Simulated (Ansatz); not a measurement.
Cl2H2OSTi, SMILES `[OH][Ti]([SH])([Cl])[Cl]`. Charge 0, multiplicity 1. Correlated methods include outer-core shells of Ti, which these sets cover unevenly. Scalar relativity is left out up to krypton.

Z-matrix (Å, degrees):
```
Ti
S 1 2.268
Cl 1 2.192 2 109.9
O 1 1.744 2 104.3 3 120.4
Cl 1 2.187 2 109.5 3 -120.1
H 2 1.349 1 90.9 3 58.6
H 4 0.958 1 149.2 2 117.1
```

Question: Give the diagnostics of a CCSD(T)/def2-TZVPP run (frozen core, the Gaussian-basis code of Ansatz). (An estimate is asked.)

Answer: Computed: T1 = 0.0257, largest single amplitude 0.053, largest double 0.029, (T) share of the correlation energy 5.5 %, 15 CCSD cycles. The RHF solution is stable towards an unrestricted one. T1 lies over the customary mark of 0.02 for closed shells; compounds of d metals often pass it without a breakdown.
